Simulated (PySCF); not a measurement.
Isomers of C7H8NP, mass 137.039 u with the commonest isotopes. Level of theory: B3LYP/def2-SVPD in PySCF (dipole) on a GFN2-xTB geometry, gas phase. One conformer each, none proved a minimum here; rigid rotors.

Task: Order these by rotational constant A, smallest first.
A. `N=P12C=CC(C=C1)C=C2`
B. `[CH3:1]/[CH:2]=[P:3]\[c:4]1[cH:5][cH:6][cH:7][cH:8][n:9]1` with C2–P3–C4–C5 139°
C. `[cH:1]1[cH:2][p:3][c:4]([CH:5]2[CH2:6][CH2:7]2)[cH:8][n:9]1` with P3–C4–C5–C6 34°

Result: A (2595 MHz), B (2892 MHz), C (3187 MHz).

Task: Order these by dipole moment, largest first.
A. `[CH:1]#[C:2][P:3]([CH3:4])[n:5]1[cH:6][cH:7][cH:8][cH:9]1` with C2–P3–N5–C6 36°
B. `C1P2(C=CC(C=C2)C=1)=N`
C. `[CH:1]#[C:2][CH2:3][n:4]1[cH:5][p:6][cH:7][c:8]1[CH3:9]` with C2–C3–N4–C5 102°
D. `[CH3:1]/[CH:2]=[P:3]\[c:4]1[cH:5][cH:6][cH:7][cH:8][n:9]1` with C2–P3–C4–C5 139°

Result: B (4.27 D), C (3.66 D), D (2.29 D), A (1.68 D).

Task: Order these by rotational constant B, smallest first.
A. `[CH:1]#[C:2][P:3]([CH3:4])[n:5]1[cH:6][cH:7][cH:8][cH:9]1` with C2–P3–N5–C6 36°
B. `[cH:1]1[cH:2][p:3][c:4]([CH:5]2[CH2:6][CH2:7]2)[cH:8][n:9]1` with P3–C4–C5–C6 34°
C. `N=P12C=CC(C=C1)C=C2`
D. `[CH3:1]/[CH:2]=[P:3]\[c:4]1[cH:5][cH:6][cH:7][cH:8][n:9]1` with C2–P3–C4–C5 139°

Result: D (1003 MHz), A (1038 MHz), B (1071 MHz), C (1472 MHz).

| SMILES | point group | Ia (u·Å²) | Ib (u·Å²) | Ic (u·Å²) | κ | μa (D) | μb (D) | μc (D) |
| --- | --- | --- | --- | --- | --- | --- | --- | --- |
| N=P12C=CC(C=C1)C=C2 | Cs | 194.76 | 343.26 | 344.26 | -0.99 | 4.11 | 1.17 | 0.01 |
| C/C=P\c1ccccn1 | C1 | 174.76 | 504.06 | 626.52 | -0.81 | 1.85 | 0.56 | 1.21 |
| C#CP(C)n1cccc1 | C1 | 195.41 | 486.92 | 561.17 | -0.84 | 1.39 | 0.12 | 0.93 |
| c1cpc(C2CC2)cn1 | Cs | 158.55 | 471.71 | 590.88 | -0.81 | 1.51 | 0.60 | 0.01 |
| C#CCn1cpcc1C | C1 | 196.15 | 497.94 | 603.48 | -0.80 | 3.40 | 0.77 | 1.12 |
